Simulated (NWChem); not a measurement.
Species: C3H4S2; SMILES S1CSC=C1

```xyz
9

C     -1.2835     0.0827     0.6759
C     -1.2835     0.0827    -0.6759
S      0.2660    -0.1197    -1.5026
C      1.2583     0.2620     0.0000
S      0.2660    -0.1197     1.5026
H     -2.1878     0.1492     1.2974
H     -2.1878     0.1492    -1.2974
H      1.5473     1.3342     0.0000
H      2.1684    -0.3677     0.0000
```
Atoms are numbered in this order, from 1.

Program: NWChem. Pople sets run with spherical d functions. Geometry: optimised at PBE-D3(BJ)/def2-SVP. Level SCAN/6-31G*: energy and gradient on several grids; changes count from the extra-fine grid, which is no exact limit either.

```json
[
 {"grid": "xcoarse", "size of the energy change (μHa)": "20000", "largest change of a gradient component (μHa/bohr)": "6000", "time, medium = 1 (rough)": "about 1"},
 {"grid": "coarse", "size of the energy change (μHa)": "3000", "largest change of a gradient component (μHa/bohr)": "900", "time, medium = 1 (rough)": "about 1"},
 {"grid": "medium", "size of the energy change (μHa)": "4000", "largest change of a gradient component (μHa/bohr)": "2000", "time, medium = 1 (rough)": "about 1"},
 {"grid": "fine", "size of the energy change (μHa)": "400", "largest change of a gradient component (μHa/bohr)": "800", "time, medium = 1 (rough)": "about 1"},
 {"grid": "xfine", "size of the energy change (μHa)": "< 10", "largest change of a gradient component (μHa/bohr)": "< 30", "time, medium = 1 (rough)": "2"}
]
```
